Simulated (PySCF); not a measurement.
**Bond curve of HoO**

Set-up: Ho x2c-TZVPall, O x2c-TZVPall; spin-free X2C with a Gaussian nucleus (PySCF 2.14). Energies in eV from Ho (4f11 6s2) + O in their ground configurations at the same level. State: sextet, about 10.1 electrons in the 4f shell (Mulliken), real f orbitals that mix terms.

All columns are r²SCAN0. A positive dipole means Ho(−)O(+).

| R (Å) | E (eV) | μ (D) | Mulliken charge on Ho (basis-dependent) | HOMO (eV) | LUMO (eV) | Mayer bond order | ⟨S²⟩ |
| --- | --- | --- | --- | --- | --- | --- | --- |
| 1.540 | -4.355 | -2.39 | 0.52 | -4.33 | -1.81 | 2.20 | 8.76 |
| 1.612 | -5.345 | -3.19 | 0.58 | -4.50 | -1.92 | 2.16 | 8.76 |
| 1.683 | -5.902 | -3.94 | 0.63 | -4.67 | -2.04 | 2.12 | 8.76 |
| 1.737 | -6.099 | -4.46 | 0.66 | -4.79 | -2.12 | 2.09 | 8.76 |
| 1.791 | -6.146 | -4.95 | 0.69 | -4.90 | -2.21 | 2.06 | 8.76 |
| 1.845 | -6.075 | -5.41 | 0.71 | -5.01 | -2.29 | 2.04 | 8.76 |
| 1.916 | -5.838 | -5.98 | 0.73 | -5.15 | -2.39 | 2.02 | 8.76 |
| 2.006 | -5.384 | -6.62 | 0.74 | -5.30 | -2.51 | 2.01 | 8.77 |
| 2.113 | -4.697 | -7.31 | 0.74 | -5.44 | -2.64 | 2.01 | 8.78 |
| 2.257 | -3.680 | -8.01 | 0.72 | -5.52 | -2.76 | 1.99 | 8.83 |

A fit through these points gives, at Re = 1.783 Å, μ = -4.88 D and dμ/dR = -8.89 D/Å; the reduced mass is 14.58 u.

**Question.** How strong is the fundamental in the double-harmonic approximation, I = 42.26·(dμ/dR)²/μred km/mol?

**Answer.** I = 42.26·(-8.89)²/14.58 = 229 km/mol at r²SCAN0.

Spin–orbit coupling is left out, which matters for elements this heavy, above all for dissociation energies. The state is the lowest single determinant that the PBE0 search found; with open d or f shells the true ground state can be another one.
